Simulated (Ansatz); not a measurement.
Mulliken charges of C2H2BrIO (`BrC1(I)CO1`) from ωB97M-V/def2-TZVPP in Ansatz (PBE0-D4/def2-TZVP geometry).

```tsv
atom	x (Å)	y (Å)	z (Å)	charge (e)
Br1	-1.374	-1.809	0.144	-0.031
C2	0.091	-0.567	0.132	0.053
I3	1.576	-1.016	1.583	0.040
C4	-0.139	0.808	-0.283	-0.047
O5	0.533	-0.170	-1.097	-0.262
H6	0.499	1.594	0.110	0.123
H7	-1.125	1.091	-0.635	0.123
```

Task: By hand: the dipole of these point charges (1 e Å = 4.8032 D).

Result: Σ q r = (-0.100, 0.322, 0.302) e Å, of length 0.453 e Å = 2.18 D.

Task: How does the dipole of the full density compare? (Best estimate.)

Result: The calculation gave: (-0.096, 0.368, 0.117) e Å, 1.91 D; the point charges give 1.14 times that, at 25° from its direction.

Point charges leave out the atoms' own dipoles, such as those of lone pairs, and Mulliken's split depends on the basis, so the two needn't agree.
